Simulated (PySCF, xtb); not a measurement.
BH3N, SMILES N[BH] (connectivity only; charge and spin as stated), charge +1, multiplicity 1.

The structure is a stationary point at TPSSh-D3(BJ)/def2-TZVP. The multiplicity is an assumed one; other spin states were not compared. The isomer is the one that the SMILES or the coordinates give; other isomers of the formula were not compared.

Level of theory: PySCF with C-PCM-M06-2X/def2-TZVPD.

The values are the electrostatic part of the solvation free energy, E(continuum) − E(gas) at the gas-phase geometry, in a cavity of scaled van der Waals radii (PySCF's table); cavitation and dispersion terms are not included. In vacuum the orbital gap is 10.67 eV.

| solvent | ε | ΔG(elec) (kcal/mol) | gap (eV) |
|---|---|---|---|
| water | 78.36 | -68.8 | 10.56 |
| dichloromethane | 8.93 | -61.8 | 10.57 |
| N,N-dimethylformamide | 37.22 | -67.8 | 10.56 |

For comparison, GFN2-xTB/ALPB(water) (xtb, at the GFN2-xTB geometry, all terms of that model) gives -71.2 kcal/mol.
